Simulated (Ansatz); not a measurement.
System: BiI₂, net charge 0, doublet state. SMILES: [I][Bi][I]
Structure (B3LYP-D3(BJ)/def2-TZVP (Ansatz, an electronic-structure program) minimum search):
```xyz
3

Bi     0.1121    -0.6263     0.7737
I      2.0549     0.8623    -0.6151
I     -2.2304     0.1185    -0.5965
```
Charge 0, spin multiplicity 2.

Wanted: atomisation energy, in kcal/mol. Conventions: no spin-orbit coupling; dispersion terms only where a functional's name holds one; atomisation electronic, to ground-state atoms; def2 sets with scalar-relativistic core potentials past Kr; UHF or UKS for open shells; LANL2DZ with its own core potentials from Na on. First-principles rows: single points at B3LYP-D3(BJ) geometries (Ansatz).

```json
[
 {"species": "[I][Bi][I]", "coefficient": "-1", "E at B3LYP/LANL2DZ (Ansatz), Eh": "-28.28112", "E at PBE0/def2-TZVPD (Ansatz), Eh": "-810.17717"},
 {"species": "Bi atom", "coefficient": "+1", "E at B3LYP/LANL2DZ (Ansatz), Eh": "-5.41799", "E at PBE0/def2-TZVPD (Ansatz), Eh": "-214.61765"},
 {"species": "I atom", "coefficient": "+2", "E at B3LYP/LANL2DZ (Ansatz), Eh": "-11.36262", "E at PBE0/def2-TZVPD (Ansatz), Eh": "-297.69320"}
]
```

 1 Eh = 627.5095 kcal/mol.

### Question
Compute it at each level from the table.

### Answer

- B3LYP/LANL2DZ: the sum of coefficient times E is 0.13789 Eh, or 86.53 kcal/mol. Result: 86.5 kcal/mol.
- PBE0/def2-TZVPD: the sum of coefficient times E is 0.17312 Eh, or 108.63 kcal/mol. Result: 108.6 kcal/mol.
